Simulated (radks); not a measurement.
Ba2+, 54 electrons, occupied as [Xe] (the NIST ground configuration). Method: Dirac Kohn-Sham, PW91, spin-unpolarised, spherical densities, point nucleus; computed with a radial shooting solver on a logarithmic mesh with Libxc functionals.

Normalised radial functions P(r) = r R(r) (large component), r in bohr:

```
   r/bohr * 4p1/2, o 5p1/2 (the largest magnitude, 1.39, reaches the edge; | marks zero, & curves that meet)
 0.001373                             &
 0.001817                             &
 0.002404                             &
  0.00318                             &
 0.004208                             o*
 0.005568                             o*
 0.007367                             o*
 0.009748                             |o*
   0.0129                             |o *
  0.01707                             | o *
  0.02258                             | o   *
  0.02988                             |  o    *
  0.03953                             |   o    *
   0.0523                             |   o     *
   0.0692                             |  o     *
  0.09156                             | o *
   0.1211                          * o|
   0.1603                 *       o   |
   0.2121              *        o     |
   0.2806                    *     o  |
   0.3743                             |  o  *
   0.4952                             |       o             *
   0.6553                             |      o                   *
    0.867                            o|                    *
    1.147                  o          |         *
    1.518             o               |  *
    2.008              o              |*
    2.657                    o        *
    3.516                         o   *
    4.652                            o*
    6.155                             &
```

4p1/2: eigenvalue -204.09 eV, 2 radial nodes at r = 0.108, 0.337 bohr, <r> = 0.697 bohr, 90 % of the charge inside 1.02 bohr. 5p1/2: eigenvalue -32.430 eV, 3 radial nodes at r = 0.107, 0.324, 0.835 bohr, <r> = 1.84 bohr, 90 % of the charge inside 2.68 bohr.
